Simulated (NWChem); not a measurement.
System: C3H5NO; SMILES N(/C)=C/C=O

NWChem input:

```
start job
memory heap 200 mb stack 900 mb global 1100 mb
geometry units angstroms noautosym nocenter noautoz
  C      0.635288    -1.897589    -0.081541
  N     -0.624679    -1.190131    -0.223954
  C     -0.725808     0.075042    -0.104959
  C      0.329129     1.098891     0.188743
  O      0.044669     2.277763     0.266504
  H      0.810204    -2.457603    -1.007793
  H      1.525087    -1.294894     0.137928
  H      0.511530    -2.643193     0.712761
  H     -1.717441     0.521277    -0.228991
  H      1.371780     0.757471     0.333039
end
basis spherical
  C library def2-svp
  N library def2-svp
  O library def2-svp
  H library def2-svp
end
dft
  xc m06-2x
  iterations 150
end
cosmo
  do_cosmo_smd true
  solvent propnol2
end
task dft energy
```

Coordinates come from a B3LYP/6-31G* (spherical d) optimisation. Solvent: 2-propanol.

Level: M06-2X/def2-SVP with SMD (1 M gas to 1 M solution), gas-phase geometry.

Give the results of this calculation. (M06-2X/def2-SVP, SMD on the gas-phase geometry.) Quantities: solvation free energy (kcal/mol); cavity-dispersion-structure term (kcal/mol); dipole in solution (D).


```
Property                                     Result
-------------------------------------------  ------
solvation free energy (kcal/mol)               -6.0
cavity-dispersion-structure term (kcal/mol)     1.4
dipole in solution (D)                         3.48
```
